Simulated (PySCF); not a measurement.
Compound: C2H6ClSi4 (doublet state).
Atom-mapped SMILES: `[CH:1]#[C:2][Si:3]1[SiH2:4][SiH2:5][Si@H:6]1[Cl:7]` (hydrogens: H8 on C1; H9, H10 on Si4; H11, H12 on Si5; H13 on Si6)

Cartesian coordinates in Å at the GFN2-xTB level; atoms count from 1:
```xyz
13
C2H6ClSi4 angstrom
C      3.5652   -0.8922   -0.7103
C      2.5298   -0.5030   -0.2242
Si     1.0460    0.1247    0.6725
Si    -0.7919   -1.3414    0.9828
Si    -2.1234    0.2521   -0.1090
Si    -0.2968    1.6938   -0.4677
Cl    -0.4509    3.4100    0.6900
H      4.4487   -1.2386   -1.1655
H     -0.7777   -2.6914    0.4050
H     -1.0526   -1.5987    2.4075
H     -3.2623    0.7626    0.6582
H     -2.7119   -0.2560   -1.3529
H     -0.1266    2.2786   -1.8043
```

Method: UKS B3LYP, pcH-1 on C Cl H Si, non-relativistic, mean-field spin-orbit, GIAO in PySCF. Geometry: GFN2-xTB; no solvent, vibrations or thermal averaging. Couplings are sensitive to structure, and on GFN2-xTB geometries they can be far from those on DFT ones, by a factor of two or more for some ions and for spin on atoms past the first row. No stability test was run, so a lower SCF solution isn't excluded.

(1) Give the isotropic g value and a_iso(29Si) at Si3.

(2) Take this nucleus alone (I = 1/2, g_N = -1.1106) with S = 1/2. Where do its 2 lines fall at 3.391 GHz to first order, to second order and exactly?

(3) Someone takes the midpoint and the distance of the outer exact lines at face value. What g and a result?

## Answers

(1) g_iso = 2.00352 and a = -359.36 MHz, or -12.815 mT (Mulliken spin population +0.81). 29Si makes up about 4.7 % of the natural element, so this concerns labelled samples or satellites.

(2) First order: B = B0 − a·mI with B0 = 120.927 mT. Second order subtracts a²[I(I+1) − mI²]/(2B0). The exact fields come from the Breit–Rabi levels of H = g μB B Sz − g_N μN B Iz + a S·I.

| mI | first order (mT) | second order (mT) | exact (mT) | exact − first order |
| --- | --- | --- | --- | --- |
| −1/2 | 114.519 | 114.180 | 114.160 | -0.359 |
| +1/2 | 127.334 | 126.995 | 127.012 | -0.323 |

(3) Their midpoint, 120.586 mT, gives an apparent g of 2.00918 (true 2.00352), and their distance over 2I an apparent |a| of 12.851 mT (true 12.815).

Other couplings of abundant isotopes, left aside here: 1 × 1H 43 MHz, 1 × 1H 31 MHz, 1 × 1H 15 MHz, 1 × 1H 14 MHz, 1 × 1H 12 MHz, 1 × 35Cl 6 MHz, 1 × 1H 4 MHz.
